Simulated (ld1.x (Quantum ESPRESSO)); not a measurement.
**LDA (PZ) TM semilocal dataset for Pm, scalar-relativistic all-electron reference.**

Input for ld1.x (Quantum ESPRESSO) 7.5:

```
&input
   title='Pm', zed=61., rel=1, dft='PZ', iswitch=3,
   config='[Xe] 4f4 5d0 6s0 6p0',
   nld=4, rlderiv=2.95, eminld=-7.0, emaxld=5.0, deld=0.02
 /
 &inputp
   pseudotype=1, tm=.true., lloc=0,
   nlcc=.true., rcore=1.45,
   file_pseudopw='Pm.pp', file_wfcaegen='ae.wfc', file_wfcncgen='nc.wfc'
 /
4
5P  2  1   6.00   0.00  2.70  2.70  0.0
5D  3  2   0.00   0.00  2.60  2.60  0.0
4F  4  3   4.00   0.00  1.45  1.45  0.0
5S  1  0   2.00   0.00  1.50  1.50  0.0
 &test
   configts(1)='4f4 5s2 5p6 5d0 6s0 6p0'
 /
```

Command:

```bash
ld1.x < Pm.in > Pm.out
```

The program printed (shortened: banner, matrices, multipoles, cross overlaps and the repeated all-electron block are left out):

```
Program LD1 v.7.5
     --------------------------- All-electron run ----------------------------

     Pm
     scalar relativistic calculation

     atomic number is 61.00
     dft =PZ   lsd =0 sic =0 latt =0  beta=0.20 tr2=1.0E-14
     Exchange-correlation= PZ
                           (   1   1   0   0   0   0   0)
     mesh =1259 r(mesh) = 100.89962 a.u. xmin = -7.00 dx = 0.01250
     1 Ry =  13.60569312 eV, c = 137.03599908

     n l     nl                  e(Ry)          e(Ha)          e(eV)
     1 0     1S 1( 2.00)     -3308.2369     -1654.1185    -45010.8560
     2 0     2S 1( 2.00)      -539.8821      -269.9411     -7345.4704
     2 1     2P 1( 6.00)      -482.5882      -241.2941     -6565.9471
     3 0     3S 1( 2.00)      -119.5375       -59.7688     -1626.3907
     3 1     3P 1( 6.00)      -101.5475       -50.7738     -1381.6247
     4 0     4S 1( 2.00)       -25.5740       -12.7870      -347.9526
     4 1     4P 1( 6.00)       -19.6556        -9.8278      -267.4276
     3 2     3D 1(10.00)       -76.8290       -38.4145     -1045.3121
     5 0     5S 1( 2.00)        -5.1090        -2.5545       -69.5110
     5 1     5P 1( 6.00)        -3.6186        -1.8093       -49.2341
     4 2     4D 1(10.00)       -11.2909        -5.6455      -153.6210
     4 3     4F 1( 4.00)        -2.3509        -1.1754       -31.9852
     5 2     5D 1( 0.00)        -1.7984        -0.8992       -24.4686
     6 0     6S 1( 0.00)        -1.5908        -0.7954       -21.6444
     6 1     6P 1( 0.00)        -1.2136        -0.6068       -16.5125

     final scf error:  4.3E-15 reached in  32 iterations

     Etot =  -20024.041828 Ry,  -10012.020914 Ha, -272440.968198 eV

     Ekin =   21354.309217 Ry,   10677.154608 Ha,  290540.178056 eV
     Encl =  -48573.716192 Ry,  -24286.858096 Ha, -660879.076350 eV
     Eh   =    7636.499326 Ry,    3818.249663 Ha,  103899.866357 eV
     Exc  =    -441.134179 Ry,    -220.567089 Ha,   -6001.936261 eV

     normalization and overlap integrals

     s(1S/1S) =  1.000000  <r> =   0.0232  <r2> =    0.0007  r(max) =   0.0148
     s(2S/2S) =  1.000000  <r> =   0.0990  <r2> =    0.0116  r(max) =   0.0843
     s(2P/2P) =  1.000000  <r> =   0.0871  <r2> =    0.0093  r(max) =   0.0673
     s(3S/3S) =  1.000000  <r> =   0.2609  <r2> =    0.0777  r(max) =   0.2379
     s(3P/3P) =  1.000000  <r> =   0.2590  <r2> =    0.0778  r(max) =   0.2350
     s(4S/4S) =  1.000000  <r> =   0.5923  <r2> =    0.3960  r(max) =   0.5497
     s(4P/4P) =  1.000000  <r> =   0.6268  <r2> =    0.4468  r(max) =   0.5779
     s(3D/3D) =  1.000000  <r> =   0.2364  <r2> =    0.0657  r(max) =   0.1924
     s(5S/5S) =  1.000000  <r> =   1.4037  <r2> =    2.2106  r(max) =   1.2701
     s(5P/5P) =  1.000000  <r> =   1.6123  <r2> =    2.9322  r(max) =   1.4214
     s(4D/4D) =  1.000000  <r> =   0.6852  <r2> =    0.5446  r(max) =   0.6000
     s(4F/4F) =  1.000000  <r> =   0.9356  <r2> =    1.1251  r(max) =   0.6229
     s(5D/5D) =  1.000000  <r> =   2.2251  <r2> =    5.6526  r(max) =   1.8948
     s(6S/6S) =  1.000000  <r> =   3.1919  <r2> =   11.3419  r(max) =   2.9717
     s(6P/6P) =  1.000000  <r> =   3.7522  <r2> =   15.7249  r(max) =   3.4960

     ------------------------ End of All-electron run ------------------------

     --------------------- Generating NC pseudopotential ---------------------

      Generating local pot.: lloc=0, matching radius rcloc =   1.5000

      Computing core charge for nlcc:

       r > 1.46 : true rho core
       r < 1.46 : rho core = a sin(br)/r    a=   1.51  b=   1.94

      Integrated core pseudo-charge :   1.31

      Wfc   5P  rcut= 2.689  Using Troullier-Martins method

      Wfc   5D  rcut= 2.622  Using Troullier-Martins method

      Wfc   4F  rcut= 1.439  Using Troullier-Martins method

     ------------------- End of pseudopotential generation -------------------

     Computing logarithmic derivative in   2.95322
     Computing logarithmic derivative in   2.95322
     Computing the partial wave expansion
       no projector for channel:   0
     R is outside the sphere for l=    1 j= 0.00
     R is outside the sphere for l=    2 j= 0.00
     R is outside the sphere for l=    3 j= 0.00

     ---------------------- Testing the pseudopotential ----------------------

     Pm
     scalar relativistic calculation

     atomic number is 61.00   valence charge is 15.00
     dft =PZ   lsd =0 sic =0 latt =0  beta=0.20 tr2=1.0E-14
     mesh =1259 r(mesh) = 100.89962 xmin = -7.00 dx = 0.01250

     n l     nl             e AE (Ry)        e PS (Ry)    De AE-PS (Ry)
     4 3     4F   1( 4.00)       -2.35087       -2.35087       -0.00000
     1 0     5S   1( 2.00)       -5.10897       -5.10900        0.00003
     2 1     5P   1( 6.00)       -3.61864       -3.61864        0.00000
     3 2     5D   1( 0.00)       -1.79841       -1.79841        0.00000
     2 0     6S   1( 0.00)       -1.59084       -1.60254        0.01171  !
     3 1     6P   1( 0.00)       -1.21365       -1.25934        0.04570  !

     eps = 2.8E-15  iter =  6

     Etot =  -20024.041828 Ry,  -10012.020914 Ha, -272440.968198 eV
     Etotps =  -134.079476 Ry,     -67.039738 Ha,   -1824.244210 eV

     Ekin =     112.359016 Ry,      56.179508 Ha,    1528.722286 eV
     Encl =    -235.154294 Ry,    -117.577147 Ha,   -3199.437156 eV
     Ehrt =      95.367577 Ry,      47.683789 Ha,    1297.541991 eV
     Ecxc =     -16.323565 Ry,      -8.161783 Ha,    -222.093419 eV
     (Ecc =      -1.023138 Ry,      -0.511569 Ha,     -13.920507 eV)
     Epseu=     -90.328210 Ry,     -45.164105 Ha,   -1228.977912 eV

     ---------------------- End of pseudopotential test ----------------------
```

Generation and configuration tests took about 3.6 s on one core of a shared server CPU.
